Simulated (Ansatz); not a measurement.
`[NH2][Zr]([OH])([F])[F]` + NH₃ → `[NH2][Zr]([NH2])([F])[F]` + H₂O  (ligand exchange at a Zr–O bond)

Isolated molecules relaxed with PBE0-D4/def2-TZVP in Ansatz; ΔE leaves out vibrations. CCSD(T)/CBS is the MP2 limit (def2-TZVPP, def2-QZVPP) plus CCSD(T) − MP2 in def2-TZVPP, frozen cores. This one scheme is used for every species. DFT in def2-TZVPP. def2 core potentials past Kr. For Zr outer-core shells are correlated without core-valence functions, which leaves a few kJ/mol of doubt a bond. One conformer a species, not always the lowest.

| level | ΔE (kJ/mol) |
| --- | --- |
| PBE-D4 | 67.7 |
| ωB97X-V | 74.6 |

Problem. What does CCSD(T)/CBS give? (An estimate is asked.)

Solution. The calculation gave: +68.9 kJ/mol. The listed levels differ from it by -1.2, 5.7 kJ/mol.

Problem. What do rigid-rotor, harmonic-oscillator terms from PBE0-D4/def2-TZVP frequencies (298.15 K, 1 bar) make of the CCSD(T)/CBS value? (Estimate.)

Solution. Computed: ΔZPE = -2.2 kJ/mol, ΔH = +66.9 kJ/mol, ΔS = -3 J/(mol·K), ΔG = +67.7 kJ/mol.

Largest T1 diagnostic among the species: 0.017.

Leaving LDA and LC-ωPBE aside and taking each functional with its dispersion term where it has one, the values, not all of them listed here, spread over 9.5 kJ/mol, from revPBE-D4 to CAM-B3LYP-D4. In def2-TZVPP, CCSD(T) changes the Hartree–Fock value by −8.7 kJ/mol (the triples alone add −1.0 kJ/mol) and MP2 by −7.9 kJ/mol.
